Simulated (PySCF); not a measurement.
**Electron correlation in Tc⁺ (technetium, charge +1)**

[Kr] 4d4 5s1 6s1, high-spin 7D determinant (an excited configuration). Calculation: PySCF 2.14, in dyall-av2z (22s15p11d2f, 136 functions); the non-relativistic Hamiltonian (point nucleus). Frozen: [Kr]; 6 electrons correlated; the 54 highest virtual orbitals of each spin left out.

MP2 pair energies summed by pair of shells (mhartree):

```tsv
pair	energy	share (%)
4d-4d	-28.19	58.5
4d-5s	-14.18	29.4
5s-6s	-3.19	6.6
4d-6s	-2.66	5.5
```

Total MP2 correlation energy: -48.21 mhartree.

Same-spin part -48.21 and opposite-spin part 0.00 mhartree; SCS-MP2 scales them by 1/3 and 6/5 to -16.07 mhartree.
